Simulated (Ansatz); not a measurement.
A nudged elastic band was laid between two geometries of CH$_{4}$Al$_{2}$ClN (9 atoms, charge 0, multiplicity 1).

These are results of UKS BLYP/def2-SVP in Ansatz 0.2.0, not measurements.

```yaml
movable_images: 7
climbing_image: yes
spring: 5.0 eV/Å²
optimiser: quadratic models (default)
start_path: through a guess of the saddle point
force_threshold: 0.5 eV/Å
iteration_limit: 57
end_points: relaxed
```

Image 0:

```xyz
9
Properties=species:S:1:pos:R:3
N -1.384 -0.721 0.664
C -0.314 -0.121 0.208
Al 0.247 1.388 1.409
Al 0.456 -0.848 -1.501
Cl 2.179 -0.082 -2.492
H -1.697 -1.520 0.056
H -0.637 1.724 2.691
H 1.566 2.226 1.071
H -0.326 -2.093 -2.123
```

Image 8:

```xyz
9
Properties=species:S:1:pos:R:3
N -1.116 -0.040 0.550
C 0.047 -0.025 -0.054
Al 0.022 1.273 1.488
Al 0.610 -1.124 -1.619
Cl 2.526 -0.779 -2.456
H -1.912 -0.646 0.262
H 0.578 0.759 2.890
H -0.352 2.788 1.175
H -0.314 -2.253 -2.254
```

Which bonds break or form, and what moves?

Bonds formed: N1–Al3.

What energy profile does the band end with?

It converged. The highest image is number 0 of 0 to 8, 0.000 eV above the first end and 0.531 eV above the last; the last end lies 0.531 eV below the first. The highest image is an end point: on this band no image between the ends rises above it.

```json
{"image": "0", "path coordinate (Å)": "0.00", "energy (eV)": "0.000", "N1–Al3 (Å)": "2.77"}
{"image": "1", "path coordinate (Å)": "0.43", "energy (eV)": "-0.001", "N1–Al3 (Å)": "2.76"}
{"image": "2", "path coordinate (Å)": "0.86", "energy (eV)": "-0.009", "N1–Al3 (Å)": "2.74"}
{"image": "3", "path coordinate (Å)": "1.29", "energy (eV)": "-0.026", "N1–Al3 (Å)": "2.67"}
{"image": "4", "path coordinate (Å)": "1.73", "energy (eV)": "-0.074", "N1–Al3 (Å)": "2.52"}
{"image": "5", "path coordinate (Å)": "2.17", "energy (eV)": "-0.222", "N1–Al3 (Å)": "2.22"}
{"image": "6", "path coordinate (Å)": "2.61", "energy (eV)": "-0.418", "N1–Al3 (Å)": "2.00"}
{"image": "7", "path coordinate (Å)": "3.05", "energy (eV)": "-0.510", "N1–Al3 (Å)": "1.98"}
{"image": "8", "path coordinate (Å)": "3.50", "energy (eV)": "-0.531", "N1–Al3 (Å)": "1.97"}
```

The run took 4.5 min on 2 threads of AMD EPYC 7R13 Processor (Zen 3), on a shared host, peak memory 0.27 GiB.
